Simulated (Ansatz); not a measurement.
System: C4H10O, net charge 0, singlet state. 
Coordinates optimised at B3LYP-D3(BJ)/def2-TZVP (Ansatz, a quantum-chemistry and plane-wave program):
```
C
H 1 1.0955
C 1 1.5216 2 106.78
H 3 1.0973 1 109.57 2 64.43
H 3 1.0990 4 107.84 1 -118.94
O 3 1.4260 4 110.43 5 -120.99
H 6 0.9619 3 108.86 4 62.17
C 1 1.5278 2 108.43 3 -120.12
H 8 1.0892 1 111.04 2 61.09
H 8 1.0918 9 108.45 1 122.04
H 8 1.0942 9 108.08 10 116.55
C 1 1.5283 2 108.57 3 118.60
H 12 1.0912 1 110.78 2 61.87
H 12 1.0922 13 107.86 1 122.50
H 12 1.0937 13 107.52 14 116.12
```

Wanted: vertical triplet-singlet gap (E(triplet) - E(singlet); each state is the SCF solution reached for its spin), in kcal/mol. Valence correlation only, unless marked. UHF or UKS for open shells. Spin-orbit coupling is left out. No relativistic terms. Basis-set limits of correlation are two-point, X^-3; Hartree-Fock from the larger set. The bracket is a focal-point correction in the basis named.

Level to compare with: RI-MP2/CBS(aug-cc-pVTZ,aug-cc-pVQZ)+[CCSD(T)-MP2]/aug-cc-pVTZ (Ansatz), 156.2 kcal/mol. It is a level with limits of its own, and the differences hold the functionals' basis error too.

Task: Rank these functionals by how close they come to RI-MP2/CBS(aug-cc-pVTZ,aug-cc-pVQZ)+[CCSD(T)-MP2]/aug-cc-pVTZ, closest first: SVWN5/def2-TZVPD (Ansatz); wB97X-V/def2-TZVPD (Ansatz); BHLYP/def2-TZVPD (Ansatz).

Result: wB97X-V/def2-TZVPD (range-separated hybrid with VV10, 155.8 kcal/mol, difference -0.4), BHLYP/def2-TZVPD (global hybrid, 150.8 kcal/mol, difference -5.4), SVWN5/def2-TZVPD (LDA, 143.7 kcal/mol, difference -12.5)
